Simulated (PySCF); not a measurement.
CH5N3OSi, SMILES N[SiH](OC#N)N. Atoms are numbered in the order given.

```xyz
11

N      2.5368     0.6554     1.4430
C      1.7832     0.2490     0.6561
O      0.9759    -0.1946    -0.2253
Si    -0.7463    -0.2983    -0.0157
N     -1.5720     1.1833     0.0201
N     -1.1354    -1.1522    -1.4328
H     -0.8936    -0.9085     1.3300
H     -1.7407     1.6762     0.8886
H     -1.6308     1.7883    -0.7908
H     -2.0949    -1.2849    -1.7248
H     -0.5035    -1.8366    -1.8297
```

Coordinates come from a PBE0-D3(BJ)/def2-SVP optimisation. The structure was generated by enumeration, and PubChem lists no compound with its InChIKey, so it may never have been made. Other conformers were not sampled.

All values below come from PySCF with PBE/pcSseg-1.

GIAO shieldings, no solvent; atoms listed in one row are averaged. δ = σ(ref) − σ: ¹⁵N against NH3 (σ = 267.0 ppm); ¹³C against TMS (σ = 182.0 ppm); ¹⁷O against H2O (σ = 334.3 ppm); ²⁹Si against TMS (σ = 335.4 ppm); ¹H against TMS (σ = 31.49 ppm), references at their B3LYP-D3(BJ)/def2-TZVP geometries, non-relativistic.

Q: Estimate the chemical shifts. (An estimate is asked for; the answer gives what the named calculation found.)

A: 
```csv
nucleus,atoms,count,δ (ppm)
¹⁵N,N1,1,183.9
¹⁵N,N5,1,46.0
¹⁵N,N6,1,26.8
¹³C,C2,1,112.4
¹⁷O,O3,1,98.2
²⁹Si,Si4,1,-32.2
¹H,H7,1,5.43
¹H,H8,1,1.80
¹H,H9,1,1.59
¹H,H11,1,0.93
¹H,H10,1,0.82
```
